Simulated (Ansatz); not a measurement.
Cd₂TeF₂⁻. The state is a doublet with charge -1. Geometry r2SCAN-D4/def2-SVP, that of the neutral singlet; atoms count from 1.

Cartesian coordinates in Å:
```
Cd -0.7594 -0.0734 1.6143
Cd 1.0400 0.2270 -1.4333
Te 1.6001 0.8768 1.0313
F 0.6329 -0.2569 -3.2666
F -2.5137 -0.7734 2.0543
```

In the def2 sets Cd, Te take a core potential; there is no spin–orbit coupling. The highest occupied level of the charge -1 doublet lies above zero (up to 0.38 eV). By energy differences its removal costs 1.02 eV (vertical, to the charge 0 singlet, at PBE0-D4/def2-TZVPD); a positive level beside a positive removal energy at the same level points to self-interaction error. The structure comes from a short search, and lower isomers may exist.

(1) Estimate the Mulliken populations from the PBE0/def2-TZVPD orbitals of Ansatz.

(2) Where does the spin sit?

(3) And the Mayer bond orders between bonded heavy atoms (over 0.3)?

Results:

(1) 
```tsv
atom	charge (e)	spin (α − β)	d electrons
Cd1	0.47	0.38	9.99
Cd2	0.47	0.38	9.99
Te3	-0.76	0.45	–
F4	-0.59	-0.10	–
F5	-0.59	-0.10	–
```
Mulliken values and Mayer orders depend strongly on the basis. With diffuse functions, as here, like atoms can get unlike values, and bond orders can come out too low or too high.

(2) Summed by element: Cd 0.75, Te 0.45, F -0.20, of 1 unpaired in all. Largest on single atoms: Te3 0.45, Cd2 0.38, Cd1 0.38.

(3) Cd1–Te3 1.26 (2.61 Å); Cd2–Te3 1.26 (2.61 Å). Values over 0.3 also appear between atoms too far apart for a bond (Cd1–Cd2 0.37 at 3.55 Å); they arise where an orbital or an unpaired electron spreads over both atoms.
